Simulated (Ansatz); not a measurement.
GeH2OS, SMILES `[OH][Ge][SH]`. The species carries charge 0 and has multiplicity 1. The geometry is a stationary point of PBE0-D4/def2-TZVP. It is one conformer, not always the lowest.

```xyz
5

O     1.609   -0.379   -0.495
Ge    0.084    0.345   -1.066
S    -1.111    0.089    0.835
H     1.633   -0.704    0.410
H    -2.215    0.649    0.316
```

(1) What is the dipole moment at PBE/def2-TZVPP? (An estimate is asked.)

(2) And with r2SCAN, B3LYP, ωB97M-V? (Estimate.)

(3) Give the Mulliken charges with PBE, B3LYP, r2SCAN in def2-TZVPP. (An estimate is asked.)

Answers

(1) Ansatz gave: 0.79 D, with components (-0.74, 0.27, -0.03) D in this frame, pointing from negative to positive charge.

(2) Computed: r2SCAN 0.83 D, B3LYP 0.92 D, ωB97M-V 0.89 D.

(3) Computed: 
```
atom    PBE  B3LYP  r2SCAN
  O1  -0.37  -0.42   -0.43
 Ge2   0.40   0.46    0.46
  S3  -0.33  -0.33   -0.34
  H4   0.18   0.18    0.20
  H5   0.12   0.11    0.11
```

B3LYP here is the variant with VWN-RPA as its local correlation; programs differ in this.
